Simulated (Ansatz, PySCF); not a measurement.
In(F)(Et)(OH) (C₂H₆FInO), SMILES [F][In]([CH2]C)[OH]. Atoms are numbered in the order given.

```xyz
11

In     0.0785     0.1464     0.2392
F      1.1423     0.0564     1.8985
C     -0.1854    -1.6627    -0.9408
C     -1.0470    -1.5056    -2.1917
H     -0.6045    -2.3974    -0.2359
H      0.8378    -1.9925    -1.1789
H     -0.6248    -0.7724    -2.8974
H     -2.0718    -1.1798    -1.9517
H     -1.1307    -2.4641    -2.7327
O     -0.5378     2.0472     0.0546
H     -1.0724     2.1855    -0.7399
```

Geometry optimised at B3LYP-D3(BJ)/def2-SVP. The structure was generated by enumeration; whether it is a known compound was not checked. The def2 effective core potentials stand for the cores of In; spin–orbit coupling is left out. Other conformers were not sampled.

Two levels are set side by side: PBE-D3(BJ)/def2-SVP (Ansatz, a quantum-chemistry and plane-wave program) and B3LYP-D3(BJ)/def2-SVP (Ansatz). Each level has its own optimised geometry; the coordinates shown are those of the second. Frequencies come from the Hessian of PySCF at each geometry. Differences are taken from unrounded values.

```json
[
 {"quantity": "mean bond length (Å)", "B3LYP-D3(BJ)": "1.416"},
 {"quantity": "bond In1–F2 (Å)", "B3LYP-D3(BJ)": "1.973"},
 {"quantity": "bond In1–C3 (Å)", "B3LYP-D3(BJ)": "2.176"},
 {"quantity": "bond In1–O10 (Å)", "B3LYP-D3(BJ)": "2.007"},
 {"quantity": "bond C3–C4 (Å)", "B3LYP-D3(BJ)": "1.527"},
 {"quantity": "bond C3–H5 (Å)", "B3LYP-D3(BJ)": "1.101"},
 {"quantity": "bond C3–H6 (Å)", "B3LYP-D3(BJ)": "1.101"},
 {"quantity": "bond C4–H7 (Å)", "B3LYP-D3(BJ)": "1.102"},
 {"quantity": "bond C4–H8 (Å)", "B3LYP-D3(BJ)": "1.102"},
 {"quantity": "bond C4–H9 (Å)", "B3LYP-D3(BJ)": "1.104"},
 {"quantity": "bond O10–H11 (Å)", "B3LYP-D3(BJ)": "0.968"},
 {"quantity": "highest harmonic wavenumber (cm⁻¹)", "B3LYP-D3(BJ)": "3821"},
 {"quantity": "mean harmonic wavenumber (cm⁻¹)", "B3LYP-D3(BJ)": "1281"},
 {"quantity": "zero-point energy (kcal/mol)", "B3LYP-D3(BJ)": "49.45"}
]
```

Q: What does PBE-D3(BJ) give, and how far is it from B3LYP-D3(BJ)? (Estimate from the structure and the level; the computed values follow.)

A: 
| quantity | PBE-D3(BJ) | PBE-D3(BJ) minus B3LYP-D3(BJ) |
|---|---|---|
| mean bond length (Å) | 1.424 | 0.008 |
| bond In1–F2 (Å) | 1.986 | 0.013 |
| bond In1–C3 (Å) | 2.181 | 0.006 |
| bond In1–O10 (Å) | 2.023 | 0.017 |
| bond C3–C4 (Å) | 1.526 | -0.001 |
| bond C3–H5 (Å) | 1.109 | 0.008 |
| bond C3–H6 (Å) | 1.109 | 0.008 |
| bond C4–H7 (Å) | 1.109 | 0.007 |
| bond C4–H8 (Å) | 1.109 | 0.007 |
| bond C4–H9 (Å) | 1.112 | 0.008 |
| bond O10–H11 (Å) | 0.977 | 0.010 |
| highest harmonic wavenumber (cm⁻¹) | 3702 | -119 |
| mean harmonic wavenumber (cm⁻¹) | 1249 | -32 |
| zero-point energy (kcal/mol) | 48.20 | -1.25 |

GGA bonds tend to be longer and softer than those of functionals with exact exchange. Differences between two approximate levels are no errors against the true value.
